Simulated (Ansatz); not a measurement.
Basis-set extrapolation for C2H5FOSi, SMILES `C[C@H]1O[Si@H]1F` (PBE0-D4/def2-TZVP geometry, frozen core, Ansatz 0.2.0). Multiplicity 1, RHF reference.

```json
{"": "HF", "def2-TZVPP": "-542.051426", "def2-QZVPP": "-542.073074"}
{"": "MP2 correlation", "def2-TZVPP": "-0.941949", "def2-QZVPP": "-1.016255"}
{"": "CCSD(T) correlation", "def2-TZVPP": "-1.005821", "def2-QZVPP": "not run"}
```

Energies in hartree. Use E(X) = E(∞) + A·exp(−7.88·√X) for Hartree–Fock and E(X) = E(∞) + B·X^(−2.97) for correlation, with X = 3 and 4, and add CCSD(T) minus MP2 of the smaller set to the MP2 limit.

Problem. What is the CCSD(T) energy at the basis-set limit?

Solution. HF limit: -542.073074 + (-0.021648) × 0.13774 = -542.07606. MP2 limit: -1.016255 + (-0.074306) × 0.74074 = -1.07130. Higher-order term: -1.005821 − (-0.941949) = -0.06387. Total: -543.21123 hartree, 404.3 kJ/mol below CCSD(T)/def2-TZVPP.
